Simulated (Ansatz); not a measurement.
**How methods differ on SiBr (bromosilane)**

The species is SiBr (2 atoms), meant as a doublet with charge 0. As SMILES, `[Si]Br`. The shape is that of a GFN2-xTB optimisation.

```xyz
2

Si    0.0000    0.0000    0.0000
Br    0.0000    0.0000    2.3426
```

Each level gives the energy change with the Si1–Br2 bond stretched from 2.343 to 2.928 Å (eV). The values are calculated.

```json
{"level": "U-revPBE/STO-3G", "kind": "GGA", "program": "Ansatz", "value (eV)": "1.86", "less FCI/STO-3G": "-0.12", "CPU time (all runs)": "8.6 s"}
{"level": "U-r2SCAN/STO-3G", "kind": "meta-GGA", "program": "Ansatz", "value (eV)": "1.96", "less FCI/STO-3G": "-0.02", "CPU time (all runs)": "26 s"}
{"level": "U-r2SCAN0/STO-3G", "kind": "hybrid meta-GGA", "program": "Ansatz", "value (eV)": "2.10", "less FCI/STO-3G": "+0.12", "CPU time (all runs)": "14 s"}
{"level": "UPBE0/STO-3G", "kind": "global hybrid", "program": "Ansatz", "value (eV)": "2.09", "less FCI/STO-3G": "+0.11", "CPU time (all runs)": "4.3 s"}
{"level": "U-wB97X/STO-3G", "kind": "range-separated hybrid", "program": "Ansatz", "value (eV)": "2.22", "less FCI/STO-3G": "+0.24", "CPU time (all runs)": "22 s"}
{"level": "UCAM-B3LYP/STO-3G", "kind": "range-separated hybrid", "program": "Ansatz", "value (eV)": "2.13", "less FCI/STO-3G": "+0.15", "CPU time (all runs)": "4.9 s"}
{"level": "UB2PLYP/STO-3G", "kind": "double hybrid", "program": "Ansatz", "value (eV)": "2.04", "less FCI/STO-3G": "+0.06", "CPU time (all runs)": "6 s"}
{"level": "UBCCD(T)/STO-3G", "kind": "coupled cluster or CI", "program": "Ansatz", "value (eV)": "1.99", "less FCI/STO-3G": "+0.01", "CPU time (all runs)": "3 s"}
{"level": "FCI/STO-3G", "kind": "exact in the basis", "program": "Ansatz", "value (eV)": "1.98", "less FCI/STO-3G": "0.00", "CPU time (all runs)": "3.1 s"}
```

FCI/STO-3G is exact within its basis and frozen core, so for wave-function methods in that basis the difference is their error; functionals converge differently with the basis, so for them it is only a difference. All-electron rows without a relativistic Hamiltonian named are non-relativistic. The first shape isn't each level's own minimum. The values span 1.86 to 2.22 eV. Spin contamination of the reference (⟨S²⟩ at least 0.1 too high) touches UBCCD(T)/STO-3G. All rows use very small basis sets, so none should be taken for the real molecule's value. In the correlated wave-function rows the outer d shell of Br is correlated, in sets not made for it. Times are those of the runs behind each value, whatever else they computed, on shared processors of several kinds: orders of magnitude only.
